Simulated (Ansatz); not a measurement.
Total energies of C₂H₆BBrO (`CCB(O)Br`).

```xyz
11

C     1.0458   -0.2250   -0.9909
C    -0.3245    0.1390   -0.4288
B    -0.4489    0.2137    1.1323
O    -1.5352   -0.1693    1.8318
Br    0.9872    0.9495    2.2024
H     1.0398   -0.2180   -2.0828
H     1.8066    0.4799   -0.6519
H     1.3567   -1.2205   -0.6657
H    -1.0874   -0.5463   -0.8207
H    -0.6130    1.1336   -0.7993
H    -2.2271   -0.5366    1.2736
```

The species carries charge 0 and has multiplicity 1. Correlated methods include outer-core shells of Br, which these sets cover unevenly. Scalar relativity is left out up to krypton. Geometry: relaxed with PBE0-D4/def2-TZVP. It is one conformer, not always the lowest. Basis def2-TZVPP, Ansatz.

RPA on PBE orbitals: Hartree–Fock energy of these orbitals -2751.31606 Eh, correlation -1.53218 Eh (frozen core).

```csv
functional,kind,energy without D4 (Eh),D4 term (kJ/mol)
LDA (SPW92),LDA,-2749.09374,–
PBE,GGA,-2753.60417,-21.9
revPBE,GGA,-2753.94559,-68.3
BLYP,GGA,-2754.17607,-48.3
r2SCAN,meta-GGA,-2754.10988,-5.4
B97M-V,meta-GGA with VV10,-2753.75858,–
PBE0,"global hybrid, 25 % exact exchange",-2753.71656,-18.5
B3LYP,"global hybrid, 20 %",-2754.26570,-35.2
r2SCANh,"meta-GGA hybrid, 10 %",-2754.10219,-5.7
r2SCAN0,"meta-GGA hybrid, 25 %",-2754.09181,-6.4
HSE06 (plane-wave form),screened hybrid,-2753.71081,-17.2
BHLYP,"global hybrid, 50 %",-2754.12034,-26.3
CAM-B3LYP,range-separated hybrid,-2754.26643,-18.7
LC-ωPBE,long-range corrected hybrid,-2753.76071,–
ωB97X-V,range-separated hybrid GGA with VV10,-2753.94007,–
ωB97M-V,range-separated hybrid meta-GGA with VV10,-2754.00474,–
B2PLYP,double hybrid,-2753.69486,–
PBE-QIDH,double hybrid,-2753.38581,–
```

B3LYP takes the VWN-RPA correlation (the form of Gaussian; ORCA's B3LYP/G). HSE06 is the plane-wave form, built on full-range PBE exchange. The double hybrids freeze the cores in their second-order part.

LC-ωPBE has ω = 0.4 bohr⁻¹.
